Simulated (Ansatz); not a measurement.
`C[Si](C)(Cl)Cl` + H₂O → `C[Si](C)(O)Cl` + HCl  (formal hydrolysis of the Si–Cl bond)

Gas-phase electronic energies from Ansatz, PBE0-D4/def2-TZVP geometries. CCSD(T)/CBS adds triple-zeta CCSD(T) − MP2 to the extrapolated MP2 energy (def2 sets, frozen cores). This one scheme is used for every species. Each species was taken in one conformer, which may not be the lowest.

```json
{"species": "`C[Si](C)(Cl)Cl`", "CCSD(T)/CBS(def2) energy (Eh)": "-1288.49641"}
{"species": "H₂O", "CCSD(T)/CBS(def2) energy (Eh)": "-76.37941"}
{"species": "`C[Si](C)(O)Cl`", "CCSD(T)/CBS(def2) energy (Eh)": "-904.49412"}
{"species": "HCl", "CCSD(T)/CBS(def2) energy (Eh)": "-460.38127"}
```

(1) Work out ΔE.

Largest T1 diagnostic among the species: 0.010.

Results:

(1) ΔE = (-904.49412) + (-460.38127) − (-1288.49641) − (-76.37941) = 0.00043 Eh = +1.1 kJ/mol.

The D4 term adds +4.0 kJ/mol with B3LYP and +2.2 kJ/mol with PBE0; it sums over pairs of atoms, weighted by their polarisabilities, and B3LYP, whose exchange is more repulsive, gets the larger term. In def2-TZVPP, CCSD(T) changes the Hartree–Fock value by +5.9 kJ/mol (the triples alone add +1.7 kJ/mol) and MP2 by +11.6 kJ/mol. Leaving LDA and LC-ωPBE aside and taking each functional with its dispersion term where it has one, the values, not all of them listed here, spread over 14.1 kJ/mol, from CAM-B3LYP-D4 to revPBE-D4. LDA lies −5.4 kJ/mol from PBE without D4.

B3LYP here is the variant with VWN-RPA as its local correlation; programs differ in this.
